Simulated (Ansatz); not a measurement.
The same redistribution along the group F, Cl, Br.

Computed with Ansatz on PBE0-D4/def2-TZVP structures; ΔE is electronic, products minus reactants. CBS: MP2 limit from def2 TZ/QZ plus the TZ coupled-cluster correction, frozen cores. This one scheme is used for every species. Functionals use def2-TZVPP. Elements past krypton have def2 core potentials. For Ag, Br outer-core shells are correlated without core-valence functions, which leaves a few kJ/mol of doubt a bond. Scalar relativity is left out up to krypton. Each species was taken in one conformer, which may not be the lowest.

```
                                                                 reaction  r2SCAN-D4 (kcal/mol)  CCSD(T)/CBS(def2) (kcal/mol)
  `F[Si]S` + `[SiH3][N]([SiH3])[Ag]` → `[SiH3]N([SiH3])[Si]S` + `[F][Ag]`                  16.5                          16.0
`S[Si]Cl` + `[SiH3][N]([SiH3])[Ag]` → `[SiH3]N([SiH3])[Si]S` + `[Cl][Ag]`                 -16.6                         -18.4
`S[Si]Br` + `[SiH3][N]([SiH3])[Ag]` → `[SiH3]N([SiH3])[Si]S` + `[Br][Ag]`                 -23.9                         -25.9
```

Largest T1 diagnostic: 0.023, for `[F][Ag]`.
